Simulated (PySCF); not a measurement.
**B3LYP on Sc²⁺ (scandium, charge +2)**

Configuration: [Ar] 3d1, 2D determinant. All numbers are calculated (PySCF 2.14, scalar relativity by spin-free X2C-1e, in jorge-DZP-DKH (8s6p2d1f, 43 functions)).

| Item | Value |
| --- | --- |
| Total energy | -763.473 hartree |
| One-electron energy | -1033.452 hartree |
| Hartree (Coulomb) energy | 308.896 hartree |
| Exchange-correlation energy | -38.916 hartree |
| ⟨S²⟩ | 0.7503 |
| ⟨L²⟩ | 6.004 |
| Sum of ⟨r⟩ | 13.39 bohr |
| Sum of ⟨r²⟩ | 16.39 bohr² |
| Traceless quadrupole moment −½Σ⟨3z² − r²⟩ along its main axis | 0.864 e·bohr² |
| Langevin diamagnetic susceptibility | -13.0 ×10⁻⁶ cm³/mol |
| Time after the integrals | 0.64 s of wall time on 1 thread of Neoverse-V1 (shared host) |

```csv
shell,electrons,mean orbital energy (eV),spread (eV),"rms radius, mean of both spins (bohr)"
1s β,1,-4440.0,0,0.0845
1s α,1,-4440.0,0,0.0845
2s α,1,-499.94,0,0.373
2s β,1,-499.70,0,0.373
2p α,3,-412.04,0.295,0.342
2p β,3,-411.84,0.521,0.342
3s α,1,-74.087,0,1.16
3s β,1,-73.170,0,1.16
3p α,3,-51.564,0.187,1.26
3p β,3,-50.565,1.346,1.26
3d α,1,-20.057,0,1.78
```

Densities and radii are taken from the X2C orbitals without a picture-change correction, which distorts them close to the nucleus.
